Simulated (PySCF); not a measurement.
**Spin-rotation constants: `Br[Se]Br`, Br₂Se**

Geometry (Å), atoms numbered from 1 in this order:
```xyz
3

Se    0.005   -0.007   -0.971
Br    1.777   -0.019    0.495
Br   -1.782    0.026    0.476
```

Method: GIAO BP86/def2-SVP magnetisability, rotational g tensor and spin-rotation constants, non-relativistic, gas phase in PySCF 2.14.0. Geometry: GFN2-xTB.

The calculation is non-relativistic, which matters for the atoms heavier than Zn.

Question: Give the nuclear spin-rotation constants along the inertial axes (H = +C I·J) beside the isotropic shieldings.

Answer: Rotational constants 4.4906, 1.0108, 0.8251 GHz. A star marks the isotopologue with that one atom substituted, in its own axes.
| atom | isotope | Caa (kHz) | Cbb (kHz) | Ccc (kHz) | mean (kHz) | σ (ppm) |
| --- | --- | --- | --- | --- | --- | --- |
| Br2 | 79Br | 2.277 | 1.352 | 2.800 | 2.143 | 1978.2 |
| Br3 | 79Br | 2.285 | 1.353 | 2.793 | 2.144 | 1979.3 |
| Se1 | 77Se* | 17.596 | 3.604 | 2.925 | 8.042 | -125.2 |

For the geometry as given, no vibrational averaging.
